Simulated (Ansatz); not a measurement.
Born–Oppenheimer molecular dynamics of BrCl₄HHf (7 atoms, charge 0, multiplicity 1). It starts at the highest image of a converged band. Of that band: The profile has 2 maxima (images 2, 4) with wells between them (image 3): this band takes more than one step, which may be the mechanism or a detour left from its start path. A vibrational analysis at the climbing image gives one clearly imaginary mode, 191i cm⁻¹: a first-order saddle point.

Method: RKS PBE0-D4/def2-SVP (Ansatz).

```yaml
ensemble: NVE (velocity Verlet)
time_step: 0.5 fs
steps_asked: 200
starting_velocities_drawn_for: 100 K
seed: 4626
```

Frames 0.5 fs apart, positions in Å, forces in eV/Å.

Velocities at 65 fs (Å/ps):

```
Hf 1.44 0.02 0.45
Cl 0.56 -0.45 -2.91
Cl 0.98 0.16 -2.62
Cl -0.62 0.18 1.91
Cl -0.39 -0.59 1.62
Br -3.28 0.06 -0.26
H -13.49 15.78 11.51
```

```xyz
7
Properties=species:S:1:pos:R:3:forces:R:3 time_fs=65 energy_less_start_eV=-0.075 T=216
Hf -0.347 -0.009 0.012 0.89 0.28 -0.12
Cl 0.080 -0.004 2.423 0.17 0.01 -0.06
Cl 1.978 0.005 -0.284 -0.28 0.00 -0.19
Cl -0.943 1.994 -1.106 0.06 -0.49 0.26
Cl -0.901 -1.987 -1.126 -0.07 0.23 0.14
Br -2.892 0.015 1.317 -0.93 -0.01 -0.33
H -1.955 0.103 2.416 0.16 -0.02 0.29
7
Properties=species:S:1:pos:R:3:forces:R:3 time_fs=65.5 energy_less_start_eV=-0.078 T=221
Hf -0.346 -0.009 0.012 0.89 0.28 -0.12
Cl 0.081 -0.004 2.421 0.17 0.01 -0.05
Cl 1.978 0.005 -0.285 -0.28 0.00 -0.19
Cl -0.944 1.994 -1.105 0.06 -0.49 0.26
Cl -0.901 -1.987 -1.125 -0.07 0.23 0.14
Br -2.893 0.015 1.316 -0.88 -0.01 -0.28
H -1.961 0.111 2.422 0.12 -0.02 0.23
7
Properties=species:S:1:pos:R:3:forces:R:3 time_fs=66 energy_less_start_eV=-0.081 T=226
Hf -0.346 -0.009 0.012 0.88 0.28 -0.12
Cl 0.081 -0.004 2.420 0.16 0.01 -0.04
Cl 1.979 0.005 -0.286 -0.28 0.00 -0.19
Cl -0.944 1.994 -1.104 0.05 -0.49 0.26
Cl -0.901 -1.987 -1.124 -0.07 0.23 0.14
Br -2.895 0.015 1.316 -0.83 0.00 -0.22
H -1.968 0.118 2.428 0.08 -0.03 0.17
7
Properties=species:S:1:pos:R:3:forces:R:3 time_fs=66.5 energy_less_start_eV=-0.084 T=230
Hf -0.345 -0.009 0.013 0.87 0.27 -0.12
Cl 0.081 -0.004 2.418 0.16 0.01 -0.03
Cl 1.979 0.005 -0.288 -0.28 0.00 -0.19
Cl -0.944 1.994 -1.103 0.05 -0.49 0.25
Cl -0.902 -1.988 -1.124 -0.07 0.23 0.15
Br -2.897 0.015 1.316 -0.77 0.01 -0.15
H -1.974 0.126 2.435 0.03 -0.04 0.09
7
Properties=species:S:1:pos:R:3:forces:R:3 time_fs=67 energy_less_start_eV=-0.087 T=234
Hf -0.344 -0.009 0.013 0.87 0.27 -0.12
Cl 0.082 -0.005 2.417 0.15 0.02 -0.02
Cl 1.980 0.005 -0.289 -0.28 0.00 -0.19
Cl -0.944 1.994 -1.102 0.05 -0.48 0.25
Cl -0.902 -1.988 -1.123 -0.07 0.23 0.15
Br -2.898 0.015 1.316 -0.70 0.01 -0.08
H -1.980 0.134 2.442 -0.03 -0.05 0.01
7
Properties=species:S:1:pos:R:3:forces:R:3 time_fs=67.5 energy_less_start_eV=-0.089 T=237
Hf -0.343 -0.009 0.013 0.86 0.26 -0.13
Cl 0.082 -0.005 2.415 0.15 0.02 -0.01
Cl 1.980 0.005 -0.290 -0.27 0.00 -0.19
Cl -0.945 1.994 -1.101 0.05 -0.48 0.25
Cl -0.902 -1.988 -1.122 -0.07 0.23 0.15
Br -2.900 0.015 1.316 -0.64 0.02 0.00
H -1.986 0.141 2.450 -0.08 -0.06 -0.07
7
Properties=species:S:1:pos:R:3:forces:R:3 time_fs=68 energy_less_start_eV=-0.091 T=240
Hf -0.343 -0.009 0.013 0.85 0.25 -0.13
Cl 0.082 -0.005 2.414 0.15 0.02 0.00
Cl 1.980 0.005 -0.292 -0.27 0.00 -0.19
Cl -0.945 1.994 -1.100 0.05 -0.47 0.25
Cl -0.902 -1.988 -1.121 -0.07 0.23 0.15
Br -2.902 0.015 1.316 -0.58 0.03 0.07
H -1.992 0.149 2.457 -0.13 -0.07 -0.14
7
Properties=species:S:1:pos:R:3:forces:R:3 time_fs=68.5 energy_less_start_eV=-0.092 T=242
Hf -0.342 -0.009 0.013 0.84 0.25 -0.13
Cl 0.083 -0.005 2.412 0.14 0.02 0.01
Cl 1.981 0.006 -0.293 -0.27 0.00 -0.19
Cl -0.945 1.994 -1.099 0.05 -0.47 0.25
Cl -0.902 -1.988 -1.120 -0.07 0.23 0.15
Br -2.904 0.015 1.315 -0.53 0.04 0.13
H -1.998 0.156 2.464 -0.17 -0.08 -0.21
7
Properties=species:S:1:pos:R:3:forces:R:3 time_fs=69 energy_less_start_eV=-0.093 T=244
Hf -0.341 -0.009 0.014 0.84 0.24 -0.13
Cl 0.083 -0.005 2.411 0.14 0.02 0.02
Cl 1.981 0.006 -0.295 -0.26 0.00 -0.20
Cl -0.946 1.994 -1.098 0.05 -0.46 0.24
Cl -0.903 -1.988 -1.119 -0.07 0.23 0.15
Br -2.906 0.015 1.315 -0.49 0.05 0.19
H -2.006 0.163 2.470 -0.21 -0.09 -0.28
7
Properties=species:S:1:pos:R:3:forces:R:3 time_fs=69.5 energy_less_start_eV=-0.095 T=247
Hf -0.340 -0.009 0.014 0.83 0.24 -0.13
Cl 0.083 -0.006 2.409 0.14 0.03 0.03
Cl 1.981 0.006 -0.296 -0.26 0.00 -0.20
Cl -0.946 1.994 -1.097 0.05 -0.46 0.24
Cl -0.903 -1.989 -1.118 -0.07 0.23 0.15
Br -2.908 0.015 1.315 -0.45 0.06 0.23
H -2.013 0.170 2.476 -0.24 -0.10 -0.32
7
Properties=species:S:1:pos:R:3:forces:R:3 time_fs=70 energy_less_start_eV=-0.097 T=249
Hf -0.339 -0.009 0.014 0.83 0.23 -0.12
Cl 0.084 -0.006 2.408 0.13 0.03 0.04
Cl 1.982 0.006 -0.297 -0.25 0.00 -0.20
Cl -0.946 1.993 -1.096 0.04 -0.45 0.24
Cl -0.903 -1.989 -1.117 -0.07 0.23 0.14
Br -2.909 0.015 1.315 -0.43 0.07 0.26
H -2.021 0.176 2.480 -0.26 -0.11 -0.36
7
Properties=species:S:1:pos:R:3:forces:R:3 time_fs=70.5 energy_less_start_eV=-0.099 T=253
Hf -0.338 -0.009 0.014 0.83 0.22 -0.12
Cl 0.084 -0.006 2.406 0.13 0.03 0.04
Cl 1.982 0.006 -0.299 -0.25 0.00 -0.20
Cl -0.946 1.993 -1.095 0.04 -0.44 0.23
Cl -0.903 -1.989 -1.117 -0.07 0.23 0.14
Br -2.911 0.015 1.315 -0.41 0.07 0.28
H -2.030 0.183 2.484 -0.27 -0.11 -0.38
```

Of the whole run (100 fs, mean temperature of the second half 303 K): The conserved energy stayed within 0.008 meV per atom of its start (net change -0.008 meV per atom), so the integration is sound. The kinetic energy rose, since the run started high on the potential surface and went downhill. A run of 0.1 ps of so small a system gives no equilibrium averages. The orbitals stay closed-shell, which can raise the energy where a bond breaks towards radicals; this wasn't checked here.

Time of the run: 9.5 min on 4 threads of Intel(R) Xeon(R) 6975P-C (Granite Rapids) (shared host), peak memory 0.5 GiB.
